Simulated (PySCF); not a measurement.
**Correlation energy of N²⁺ (nitrogen, charge +2)**

[He] 2s1 2p2, high-spin 4P determinant (an excited configuration). Computed with PySCF 2.14 in x2c-QZVPPall with one added diffuse shell each of s, p, d, f type (8s5p4d3f1g, 73 functions), with the spin-free X2C one-electron Hamiltonian (Gaussian nucleus). Frozen: nothing; 5 electrons correlated.

| level | correlation energy (mhartree) |
| --- | --- |
| CCSD | -39.64 |
| (T) | -0.08 |
| CCSD(T) | -39.72 |

Diagnostics: T1 = 0.00092, D1 = 0.0021, largest double amplitude 0.016.

Problem. Is a single reference adequate?

Solution. Yes: T1 lies below 0.03 and no double amplitude reaches 0.07.

This basis was not built for core-valence correlation, so the inner-shell part is incomplete.
